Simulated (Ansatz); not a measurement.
Ansatz (a program for electronic structure) input (CCSD(T)/aug-cc-pVDZ):

Ansatz 0.2 input:
```yaml
crystal:
  periodic: [false, false, false]
  atoms:
    - {symbol: C, position_ang: [-1.99206114, 0.93668498, 0.71334976]}
    - {symbol: C, position_ang: [-0.83653982, -0.05566899, 0.57819084]}
    - {symbol: C, position_ang: [-1.31741275, -1.35957021, -0.06153589]}
    - {symbol: C, position_ang: [0.32092891, 0.57787584, -0.20120963]}
    - {symbol: C, position_ang: [1.59289906, -0.26962651, -0.22321292]}
    - {symbol: O, position_ang: [2.64970401, 0.28953086, -0.87448419]}
    - {symbol: H, position_ang: [-2.38975328, 1.20240596, -0.26982499]}
    - {symbol: H, position_ang: [-1.66916309, 1.85783580, 1.20224912]}
    - {symbol: H, position_ang: [-2.80960891, 0.51215286, 1.29931198]}
    - {symbol: H, position_ang: [-0.47417768, -0.28715970, 1.58753069]}
    - {symbol: H, position_ang: [-2.15661871, -1.77997087, 0.49577606]}
    - {symbol: H, position_ang: [-1.65353036, -1.18390456, -1.08728609]}
    - {symbol: H, position_ang: [-0.53461159, -2.11959949, -0.09194229]}
    - {symbol: H, position_ang: [0.01285001, 0.77973921, -1.23146489]}
    - {symbol: H, position_ang: [0.57441615, 1.54270908, 0.24641510]}
    - {symbol: H, position_ang: [1.88085105, -0.60408593, 0.78977277]}
    - {symbol: H, position_ang: [1.41482886, -1.21454001, -0.77815692]}
basis:
  gaussian:
    orbitals: aug-cc-pVDZ
magnetization: {spin_polarized: true, initial_magnetization: 1}
correlation: {method: ccsd_t, electrons: outside_noble_gas}
output: {forces: true}
```

End of the output:

```
determinant -7363.16763993 eV, -270.5914198331 hartree, with singles and doubles -7389.89295972 eV, -271.5735572203 hartree
6 core orbitals not correlated
reference -7363.33178397 eV, -270.5974520155 hartree; 19, 18 occupied and 212, 213 virtual orbitals, 2332 factors
densities: 26.07 GiB planned
second order -24.52806362 eV of doubles, -0.00000000 eV of singles
coupled cluster: 18.01 GiB planned
cycle   1  -26.75356373 eV  change   -3.0e-6 eV  update   3.8e-6
cycle   2  -26.75356583 eV  change   -2.1e-6 eV  update   2.7e-6
cycle   3  -26.75356972 eV  change   -3.9e-6 eV  update   1.9e-6
cycle   4  -26.75357019 eV  change   -4.8e-7 eV  update   6.6e-7
cycle   5  -26.75357044 eV  change   -2.5e-7 eV  update   5.4e-7
cycle   6  -26.75357053 eV  change   -8.8e-8 eV  update   4.8e-7
coupled cluster: 25.69 GiB planned
cycle   1  -26.75357925 eV  update   5.6e-7
cycle   2  -26.75358132 eV  change   -2.1e-6 eV  update   4.6e-7
cycle   3  -26.75358181 eV  change   -4.9e-7 eV  update   4.4e-7
cycle   4  -26.75358200 eV  change   -1.9e-7 eV  update   4.3e-7
cycle   5  -26.75358192 eV  change    8.1e-8 eV  update   4.1e-7
cycle   6  -26.75358183 eV  change    8.4e-8 eV  update   3.4e-7
cycle   7  -26.75358193 eV  change   -9.3e-8 eV  update   2.3e-7
cycle   8  -26.75358182 eV  change    1.0e-7 eV  update   1.3e-7
cycle   9  -26.75358171 eV  change    1.1e-7 eV  update   6.3e-8
perturbative correction -0.87452971 eV, -0.0321383741 hartree
the calculation of the forces begins
densities: 43.53 GiB planned
0.93 GiB of device memory are held for the factors and their scratch space
Total energy: -7390.95989540 eV, -271.6127663833 hartree
Atom 0 at    -1.992061     0.936685     0.713350 Å, force     0.080245    -0.067400    -0.029771 eV/Å
Atom 1 at    -0.836540    -0.055669     0.578191 Å, force     0.029362     0.005093    -0.042622 eV/Å
Atom 2 at    -1.317413    -1.359570    -0.061536 Å, force     0.047693     0.095833     0.015367 eV/Å
Atom 3 at     0.320929     0.577876    -0.201210 Å, force     0.015673    -0.082255     0.018340 eV/Å
Atom 4 at     1.592899    -0.269627    -0.223213 Å, force    -0.541597    -0.313034     0.331062 eV/Å
Atom 5 at     2.649704     0.289531    -0.874484 Å, force     0.733124     0.414229    -0.462369 eV/Å
Atom 6 at    -2.389753     1.202406    -0.269825 Å, force    -0.167492     0.107250    -0.454434 eV/Å
Atom 7 at    -1.669163     1.857836     1.202249 Å, force     0.153538     0.409955     0.225565 eV/Å
Atom 8 at    -2.809609     0.512153     1.299312 Å, force    -0.362589    -0.199142     0.267867 eV/Å
Atom 9 at    -0.474178    -0.287160     1.587531 Å, force     0.158366    -0.097153     0.443651 eV/Å
Atom 10 at    -2.156619    -1.779971     0.495776 Å, force    -0.376813    -0.183296     0.259984 eV/Å
Atom 11 at    -1.653530    -1.183905    -1.087286 Å, force    -0.146004     0.101103    -0.461278 eV/Å
Atom 12 at    -0.534612    -2.119599    -0.091942 Å, force     0.358523    -0.341579    -0.003591 eV/Å
Atom 13 at     0.012850     0.779739    -1.231465 Å, force    -0.149980     0.080534    -0.467996 eV/Å
Atom 14 at     0.574416     1.542709     0.246415 Å, force     0.107657     0.438447     0.219855 eV/Å
Atom 15 at     1.880851    -0.604086     0.789773 Å, force     0.101336    -0.071490     0.360498 eV/Å
Atom 16 at     1.414829    -1.214540    -0.778157 Å, force    -0.041042    -0.297094    -0.220129 eV/Å
Dipole moment:    -0.377934    -0.170712     0.202972 e Å
```

It need not be the lowest isomer of its formula.
